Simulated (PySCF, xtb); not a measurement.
AlCl2HS, SMILES [SH][Al]([Cl])[Cl]. Other conformers were not sampled.

Harmonic wavenumbers (cm⁻¹) from GFN2-xTB in xtb at its own minimum, in rising order: 105, 120, 199, 213, 372, 545, 580, 643, 2410.

Q: What does B3LYP-D3(BJ)/def2-SVP (PySCF) give at its own minimum? (An estimate is asked for; the answer gives what the named calculation found.)

A: 128, 145, 193, 259, 369, 586, 606, 691, 2666. Paired by order, the mean absolute difference is 53 cm⁻¹ and the zero-point energies are 7.4 and 8.1 kcal/mol.
